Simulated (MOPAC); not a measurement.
Input file for MOPAC: PM6 on C3H8S2 (SMILES CSCSC).

```
PM6 1SCF PRECISE CHARGE=0 THREADS=1
C3H8S2

C      1.85939154 1     0.49379662 1     0.27421638 1
S      1.74516660 1    -1.11158365 1    -0.54960389 1
C     -0.04516922 1    -1.21412641 1    -0.83159134 1
S     -1.12147903 1    -1.14588985 1     0.63934714 1
C     -1.78221850 1     0.53873938 1     0.49791104 1
H      2.90944681 1     0.64923674 1     0.51633956 1
H      1.27948327 1     0.48359716 1     1.19642501 1
H      1.52238596 1     1.30108425 1    -0.37707853 1
H     -0.19758414 1    -2.18057293 1    -1.30912314 1
H     -0.36938096 1    -0.43839320 1    -1.52529273 1
H     -0.99655508 1     1.28864573 1     0.57350445 1
H     -2.33027558 1     0.66711148 1    -0.43504164 1
H     -2.47321167 1     0.66835467 1     1.32998769 1
```

Program output:

```
*******************************************************************************
 **                                                                           **
 **                              MOPAC v23.2.5                                **
 **                                                                           **
 *******************************************************************************
 ** MOPAC's Digital Object Identifier: https://doi.org/10.5281/zenodo.6511958 **
 **                                                                           **
 ** Please cite the open-source release paper for use of this MOPAC version:  **
 ** J. E. Moussa and J. J. P. Stewart (2026)                                  **
 ** MOPAC: An open-source semiempirical molecular orbital program             **
 ** J. Open Source Softw., 11(119), 8025, https://doi.org/10.21105/joss.08025 **
 *******************************************************************************

                              PM6 CALCULATION RESULTS

 *******************************************************************************
 *  PM6        - The PM6 Hamiltonian to be used
 *
 *
 *
 *                 CHARGE ON SYSTEM = 0
 *
 *
 *
 *  PRECISE    - TIGHTER CRITERIA TO BE USED
 *  1SCF       - DO 1 SCF AND THEN STOP
 *  THREADS=1  - MULTI-THREADING NOT USED
 *  T=         - A TIME OF 172800.0 SECONDS REQUESTED
 *  DUMP=N     - RESTART FILE WRITTEN EVERY 7200.0 SECONDS REQUESTED
 *******************************************************************************
PM6 1SCF PRECISE CHARGE=0 THREADS=1
 C3H8S2

   ATOM   CHEMICAL          X               Y               Z
  NUMBER   SYMBOL      (ANGSTROMS)     (ANGSTROMS)     (ANGSTROMS)

     1       C          1.85939154  *   0.49379662  *   0.27421638  *
     2       S          1.74516660  *  -1.11158365  *  -0.54960389  *
     3       C         -0.04516922  *  -1.21412641  *  -0.83159134  *
     4       S         -1.12147903  *  -1.14588985  *   0.63934714  *
     5       C         -1.78221850  *   0.53873938  *   0.49791104  *
     6       H          2.90944681  *   0.64923674  *   0.51633956  *
     7       H          1.27948327  *   0.48359716  *   1.19642501  *
     8       H          1.52238596  *   1.30108425  *  -0.37707853  *
     9       H         -0.19758414  *  -2.18057293  *  -1.30912314  *
    10       H         -0.36938096  *  -0.43839320  *  -1.52529273  *
    11       H         -0.99655508  *   1.28864573  *   0.57350445  *
    12       H         -2.33027558  *   0.66711148  *  -0.43504164  *
    13       H         -2.47321167  *   0.66835467  *   1.32998769  *



          CARTESIAN COORDINATES

    NO.       ATOM           X           Y           Z

     1         C          1.8594      0.4938      0.2742
     2         S          1.7452     -1.1116     -0.5496
     3         C         -0.0452     -1.2141     -0.8316
     4         S         -1.1215     -1.1459      0.6393
     5         C         -1.7822      0.5387      0.4979
     6         H          2.9094      0.6492      0.5163
     7         H          1.2795      0.4836      1.1964
     8         H          1.5224      1.3011     -0.3771
     9         H         -0.1976     -2.1806     -1.3091
    10         H         -0.3694     -0.4384     -1.5253
    11         H         -0.9966      1.2886      0.5735
    12         H         -2.3303      0.6671     -0.4350
    13         H         -2.4732      0.6684      1.3300

 General Reference for PM6:
 "Optimization of Parameters for Semiempirical Methods V: Modification of NDDO Approximations
 and Application to 70 Elements", J. J. P. Stewart, J. Mol. Mod., 13, 1173-1213 (2007)
 URL: https://link.springer.com/article/10.1007/s00894-007-0233-4

           Empirical Formula: C3 H8 S2  =    13 atoms



      MOLECULAR POINT GROUP   :   C1


      RHF CALCULATION, NO. OF DOUBLY OCCUPIED LEVELS = 16


 -------------------------------------------------------------------------------
 PM6 1SCF PRECISE CHARGE=0 THREADS=1
 C3H8S2



     1SCF WAS SPECIFIED, SO BFGS WAS NOT USED
     SCF FIELD WAS ACHIEVED


                              PM6 CALCULATION
                                                       MOPAC v23.2.5 Linux




          FINAL HEAT OF FORMATION =          3.56889 KCAL/MOL =      14.93222 KJ/MOL


          COSMO AREA              =        141.23 SQUARE ANGSTROMS
          COSMO VOLUME            =        137.91 CUBIC ANGSTROMS

          IONIZATION POTENTIAL    =          8.578143 EV
          HOMO LUMO ENERGIES (EV) =         -8.578  0.388
          NO. OF FILLED LEVELS    =         16
          MOLECULAR WEIGHT        =        108.2162         POINT GROUP:  C1

          MOLECULAR DIMENSIONS (Angstroms)

            Atom       Atom       Distance
            H    13    H     6     5.44384
            H     9    H    11     3.87866
            H    10    H     7     2.20859


          SCF CALCULATIONS        =          1





   ATOM   CHEMICAL          X               Y               Z
  NUMBER   SYMBOL      (ANGSTROMS)     (ANGSTROMS)     (ANGSTROMS)

     1       C          1.85939154  *   0.49379662  *   0.27421638  *
     2       S          1.74516660  *  -1.11158365  *  -0.54960389  *
     3       C         -0.04516922  *  -1.21412641  *  -0.83159134  *
     4       S         -1.12147903  *  -1.14588985  *   0.63934714  *
     5       C         -1.78221850  *   0.53873938  *   0.49791104  *
     6       H          2.90944681  *   0.64923674  *   0.51633956  *
     7       H          1.27948327  *   0.48359716  *   1.19642501  *
     8       H          1.52238596  *   1.30108425  *  -0.37707853  *
     9       H         -0.19758414  *  -2.18057293  *  -1.30912314  *
    10       H         -0.36938096  *  -0.43839320  *  -1.52529273  *
    11       H         -0.99655508  *   1.28864573  *   0.57350445  *
    12       H         -2.33027558  *   0.66711148  *  -0.43504164  *
    13       H         -2.47321167  *   0.66835467  *   1.32998769  *

                             CARTESIAN COORDINATES

   1    C        1.859391540     0.493796620     0.274216380
   2    S        1.745166600    -1.111583650    -0.549603890
   3    C       -0.045169220    -1.214126410    -0.831591340
   4    S       -1.121479030    -1.145889850     0.639347140
   5    C       -1.782218500     0.538739380     0.497911040
   6    H        2.909446810     0.649236740     0.516339560
   7    H        1.279483270     0.483597160     1.196425010
   8    H        1.522385960     1.301084250    -0.377078530
   9    H       -0.197584140    -2.180572930    -1.309123140
  10    H       -0.369380960    -0.438393200    -1.525292730
  11    H       -0.996555080     1.288645730     0.573504450
  12    H       -2.330275580     0.667111480    -0.435041640
  13    H       -2.473211670     0.668354670     1.329987690


           Empirical Formula: C3 H8 S2  =    13 atoms



      MOLECULAR POINT GROUP   :   C1


                  EIGENVALUES
 -30.67553 -28.60539 -24.76699 -22.95149 -20.89679 -15.40847 -15.20476 -14.82622
 -14.39836 -14.34133 -13.19652 -12.74525 -11.26252 -10.84966  -8.77691  -8.57814
   0.38779   0.50621   0.62003   0.77538   2.55714   2.61291   2.69985   2.72841
   2.75555   2.81324   2.97625   3.10047   3.32691   3.46052   5.15230   5.24388
   5.28376   5.39559   5.50535   5.68323   6.07873   6.30168


              NET ATOMIC CHARGES AND DIPOLE CONTRIBUTIONS

  ATOM NO.   TYPE          CHARGE      No. of ELECS.   s-Pop       p-Pop       d-Pop
    1          C          -0.504096        4.5041     1.10073     3.40336
    2          S          -0.021360        6.0214     1.92986     3.96725     0.12425
    3          C          -0.355517        4.3555     1.12641     3.22910
    4          S          -0.024170        6.0242     1.93204     3.97025     0.12188
    5          C          -0.503221        4.5032     1.10176     3.40146
    6          H           0.178427        0.8216     0.82157
    7          H           0.183152        0.8168     0.81685
    8          H           0.167912        0.8321     0.83209
    9          H           0.185526        0.8145     0.81447
   10          H           0.172183        0.8278     0.82782
   11          H           0.169716        0.8303     0.83028
   12          H           0.170793        0.8292     0.82921
   13          H           0.180654        0.8193     0.81935
 DIPOLE           X         Y         Z       TOTAL
 POINT-CHG.    -0.671     1.726    -0.438     1.903
 HYBRID        -0.206     0.739    -0.026     0.768
 SUM           -0.877     2.465    -0.463     2.657


          ATOMIC ORBITAL ELECTRON POPULATIONS

     Atom    s        px        py        pz      x^2-y^2     xz        z^2       yz        xy
    1  C   1.10073   1.19406   1.05068   1.15863
    2  S   1.92986   0.99654   1.20767   1.76305   0.05386   0.01217   0.01944   0.02634   0.01243
    3  C   1.12641   0.98523   1.18714   1.05673
    4  S   1.93204   1.51256   1.11329   1.34440   0.02517   0.03621   0.02423   0.00770   0.02858
    5  C   1.10176   1.16589   1.04259   1.19298
    6  H   0.82157
    7  H   0.81685
    8  H   0.83209
    9  H   0.81447
   10  H   0.82782
   11  H   0.83028
   12  H   0.82921
   13  H   0.81935

 **********************
 *                    *
 * JOB ENDED NORMALLY *
 *                    *
 **********************




 == MOPAC DONE ==
```

The run finished.

Cost: about 0.04 core-seconds (a rough figure).
